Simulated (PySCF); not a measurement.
## Calculated properties of `O=S(=O)([O-])C(F)(F)C(F)(F)C(F)(F)F`

Species: C3F7O3S (charge -1).
Geometry (PBE0-D3(BJ)/def2-SVP, Å), atoms numbered from 1 in this order:
```
atom  x, y, z in Å
O1     0.7480    2.0443   -0.7884
S2     1.6549    0.9786   -0.3332
O3     2.8722    0.7955   -1.1309
O4     1.8181    0.8595    1.1227
C5     0.6725   -0.5512   -0.7495
F6     0.2356   -0.4831   -2.0229
F7     1.4554   -1.6459   -0.6466
C8    -0.5585   -0.8479    0.1318
F9    -0.1750   -1.2342    1.3523
F10   -1.2151   -1.8896   -0.4385
C11   -1.6171    0.2631    0.3112
F12   -1.9896    0.7715   -0.8531
F13   -2.7017   -0.2973    0.8733
F14   -1.2080    1.2205    1.1148
```

Among its groups: CF3 group and C–F bond.

**PBE0-D3(BJ)/def2-SVP geometry optimisation, gas phase (PySCF)**

* Point group: C1
* Rotational constants A, B, C: 1.000, 0.574, 0.508 GHz

PBE0/pcSseg-1 ground state and GIAO shieldings, non-relativistic (PySCF):

- HOMO energy: -3.07 eV
- LUMO energy: 4.97 eV
- HOMO–LUMO gap: 8.04 eV
- Lowest Hirshfeld atomic charge: -0.40 e on O1/O3/O4
- Highest Hirshfeld atomic charge: +0.41 e on S2
- 13C chemical shifts (computed TMS as zero) by class: 124.7 (C11), 118.7 (C5), 114.5 (C8) ppm
- Isotropic shieldings of nuclei other than C and H, by class: 96 (O1/O3/O4), 269 (F12/F13/F14), 316 (F6/F7), 321 (F9/F10), 173 (S2) ppm
- Mayer bond orders between heavy atoms: O1–S2 1.64, S2–O3 1.66, S2–O4 1.66, S2–C5 0.74, C5–F6 0.94, C5–F7 0.91, C5–C8 0.85, C8–F9 0.98, C8–F10 0.92, C8–C11 0.89, C11–F12 1.03, C11–F13 0.97, C11–F14 1.05

Monoisotopic mass of the ion (most abundant isotopes, electron mass counted): 248.9462 u.

With B = h/(8π²I), that is 505.379 GHz u Å² over I, the principal moments of inertia are 505.4, 880.3 and 995.8 u Å² (most abundant isotopes). The rotational constants make it an asymmetric top with κ = (2B − A − C)/(A − C) = -0.73, nearer the prolate limit (−1).

 The geometry's basis has no diffuse functions, a weakness for an anion. NMR classes are plain means over equivalent atoms (diastereotopic ones count apart unless rotation or inversion swaps them), as if these changed places fast; in this geometry the members of some classes differ. No diffuse functions stand in pcSseg-1, which bears on an anion's orbital energies.

For the NMR shielding job (PBE0/pcSseg-1), hardware: Intel Xeon 6975P-C, 2 threads, no GPU, on a shared host. Cost: 30 s wall, 73 s CPU (grids of density and orbitals included), 2.0 GiB resident at most.

One conformer stands for the species.
